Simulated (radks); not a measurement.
The gold anion Au-, [Hg], held by a Watson sphere: a shell of charge +0.63 at radius R that stands for the Madelung well of a crystal (potential energy -0.63/R inside, -0.63/r outside, in hartree with lengths in bohr). All-electron calculation, scalar-relativistic Kohn-Sham, LB94 model potential, spin-polarised, spherical densities, point nucleus. Program: a radial shooting solver on a logarithmic mesh with Libxc functionals. Response by self-consistent Sternheimer equations with the Hartree and adiabatic LDA kernel, the relativistic mass of each level held fixed and spin-orbit coupling left out. The sphere does not respond.

R (bohr)  e(5p) (eV)  e(5d) (eV)  e(6s) (eV)  <r> 6s (bohr)  sum of <r^2> (bohr^2)  X-ray form factor at sin(theta)/lambda = 0.1 1/angstrom  alpha (bohr^3)
2.99         -62.394      -9.071      -8.142          2.821                  68.73                                                   75.636           42.91
3.63         -61.833      -8.482      -7.622          2.877                  69.84                                                   75.598           47.25
5.1          -60.818      -7.451      -6.613          2.947                  71.18                                                   75.562           54.40
5.2          -60.762      -7.395      -6.557          2.949                  71.22                                                   75.561           54.73
5.26         -60.729      -7.362      -6.524          2.950                  71.25                                                   75.561           54.91
5.98         -60.375      -7.007      -6.168          2.962                  71.49                                                   75.556           56.67
